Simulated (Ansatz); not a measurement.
Consider the redistribution: `[OH][AlH][Cl]` + `OCCBF` → `O[CH2][Al]([OH])[Cl]` + `CBF`.

Isolated molecules relaxed with PBE0-D4/def2-TZVP in Ansatz; ΔE leaves out vibrations. CBS: MP2 limit from def2 TZ/QZ plus the TZ coupled-cluster correction, frozen cores. This one scheme is used for every species. Functionals use def2-TZVPP. Each species was taken in one conformer, which may not be the lowest.

`[OH][AlH][Cl]`:

Z-matrix (Å, degrees):
```
Al
O 1 1.684
Cl 1 2.096 2 119.8
H 1 1.563 2 119.3 3 180.0
H 2 0.956 1 124.3 3 0.0
```

`OCCBF`:

```xyz
11

O    -0.095    1.572   -0.936
C     0.484    0.286   -0.975
C    -0.269   -0.721   -0.116
B    -0.354   -0.410    1.406
F     0.196    0.703    1.891
H     0.066    1.944   -0.065
H     0.463   -0.018   -2.024
H     1.540    0.323   -0.674
H     0.162   -1.727   -0.229
H    -1.299   -0.829   -0.484
H    -0.893   -1.123    2.206
```

`O[CH2][Al]([OH])[Cl]`:

```xyz
9

O     1.467   -0.530   -1.345
C     0.393    0.345   -1.012
Al   -0.458   -0.108    0.695
O    -2.030    0.351    1.091
Cl    0.721   -1.191    2.063
H     2.004   -0.680   -0.564
H    -0.347    0.254   -1.814
H     0.715    1.397   -1.035
H    -2.466    0.162    1.920
```

`CBF`:

```xyz
7

C     0.001    0.643   -0.245
B     0.005   -0.806    0.314
F    -0.905   -1.685   -0.084
H    -0.800    0.841   -0.959
H     0.965    0.856   -0.721
H    -0.074    1.357    0.583
H     0.808   -1.206    1.113
```

```csv
level,ΔE (kJ/mol)
B2PLYP,-16.5
PBE,-22.3
PBE0,-17.2
MP2/def2-TZVPP,-12.6
SCS-MP2/def2-TZVPP,-10.2
CCSD/def2-TZVPP,-10.1
MP2/def2-QZVPP,-13.6
SCS-MP2/def2-QZVPP,-11.4
```

Task: What does CCSD(T)/CBS give? (Estimate.)

Result: The calculation gave: -13.1 kJ/mol. The listed levels differ from it by -3.4, -9.2, -4.1, 0.5, 2.9, 3.0, -0.5, 1.7 kJ/mol.

Largest T1 diagnostic among the species: 0.012.

From PBE to PBE0 (25 % exact exchange), in def2-TZVPP and without D4, ΔE moves by +5.1 kJ/mol. In def2-TZVPP, CCSD(T) changes the Hartree–Fock value by −7.2 kJ/mol (the triples alone add −1.0 kJ/mol) and MP2 by −8.6 kJ/mol.
